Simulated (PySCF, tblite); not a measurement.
Isomers of C4H10O2SSi, one GFN2-xTB conformer each. Single-point energies are computed at PBE0/pcSseg-1 (PySCF, gas phase, no added dispersion term), electronic only.

Question: Rank them by PBE0/pcSseg-1 energy, lowest first (kcal/mol).
A. `[CH3:1][O:2][CH2:3][C@@H:4]1[CH2:5][O:6][SiH2:7][S:8]1` with C1–O2–C3–C4 -73°, O2–C3–C4–C5 -55°, C3–C4–C5–O6 -162°, C4–C5–O6–Si7 36°, C5–O6–Si7–S8 -13°, O6–Si7–S8–C4 -9°
B. `[CH3:1][C@@H:2]([C:3](=[O:4])[SiH3:5])[S@@:6]([CH3:7])=[O:8]` with C1–C2–C3–O4 -154°, C1–C2–S6–C7 172°
C. `[OH:1][CH2:2][C@@H:3]1[CH2:4][S:5][C@@H:6]1[O:7][SiH3:8]` with H–O1–C2–C3 59°, O1–C2–C3–C4 46°, S5–C6–O7–Si8 65°, C2–C3–C4–S5 -134°, C3–C4–S5–C6 11°, C4–S5–C6–O7 107°, C2–C3–C6–S5 134°

Answer: A (0.0), C (24.5), B (68.5).

As drawn, the lowest has an Si–O bond, which the highest lacks; the highest has a C=O bond, an Si–C bond and an S=O bond, which the lowest lacks. GFN2-xTB itself gives, in the same order: 0.0, 19.1, 72.4. Both levels put the same isomer lowest; measured from each level's own lowest isomer, the values differ by up to 5.4 kcal/mol (OC[C@@H]1CS[C@@H]1O[SiH3]: 19.1 against 24.5).

Q: Which frontier levels, dipoles and rotational constants go with these structures?

A: 
```tsv
SMILES	HOMO (eV, PBE0/pcSseg-1)	LUMO (eV)	dipole (D)	A, B, C (MHz)
COC[C@@H]1CO[SiH2]S1	-6.93	-0.02	1.26	3162, 831.0, 711.9
OC[C@@H]1CS[C@@H]1O[SiH3]	-6.69	-0.24	1.93	1808, 1233, 846.2
C[C@@H](C(=O)[SiH3])[S@@](C)=O	-6.66	-1.71	2.75	1909, 1107, 1019
```

Q: What happens when harmonic zero-point energies from GFN2-xTB frequencies are added?

A: 
```
                        SMILES  ZPE (kcal/mol)  electronic (kcal/mol)  with ZPE (kcal/mol)
          COC[C@@H]1CO[SiH2]S1            85.9                    0.0                  0.0
     OC[C@@H]1CS[C@@H]1O[SiH3]            83.5                   24.5                 22.2
C[C@@H](C(=O)[SiH3])[S@@](C)=O            80.9                   68.5                 63.5
```

The zero-point energies span 5.0 kcal/mol. The order is unchanged.
